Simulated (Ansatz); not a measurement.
CH7AlInNS. Charge 0, multiplicity 1. In takes the def2 core potential. The bonds changed during the relaxation, so this is another structure than the one it started from. All single points use the PBE0-D4/def2-TZVP geometry. It is one conformer, not always the lowest.

```xyz
12

N    -0.071   -1.031   -0.863
C     0.176   -0.253    0.431
Al   -1.379    0.412   -0.605
S    -0.004   -1.222    1.887
In    1.703    1.234    0.395
H     0.702   -1.016   -1.518
H    -0.329   -1.992   -0.665
H    -1.115    1.637   -1.584
H    -2.804   -0.140   -0.187
H    -1.348   -1.229    2.042
H     2.540    1.383   -1.111
H     1.929    2.217    1.777
```

**Question.** What is the dipole moment at r2SCAN/def2-TZVPP? (Estimate.)

**Answer.** The calculation gave: 2.23 D, with components (0.80, -1.62, -1.32) D in this frame, pointing from negative to positive charge.

**Question.** And with PBE, B3LYP, ωB97M-V? (Estimate.)

**Answer.** Ansatz gave: PBE 2.22 D, B3LYP 2.17 D, ωB97M-V 2.17 D.

**Question.** Give the Mulliken charges with r2SCAN, PBE, ωB97M-V in def2-TZVPP. (An estimate is asked.)

**Answer.** Ansatz gave: 
```tsv
atom	r2SCAN	PBE	ωB97M-V
N1	-0.10	-0.07	-0.07
C2	-0.37	-0.26	-0.42
Al3	0.35	0.22	0.28
S4	-0.19	-0.20	-0.15
In5	0.52	0.44	0.43
H6	0.16	0.16	0.14
H7	0.14	0.14	0.12
H8	-0.17	-0.14	-0.13
H9	-0.16	-0.13	-0.12
H10	0.10	0.11	0.11
H11	-0.15	-0.14	-0.11
H12	-0.12	-0.12	-0.08
```

B3LYP here is the variant with VWN-RPA as its local correlation; programs differ in this.
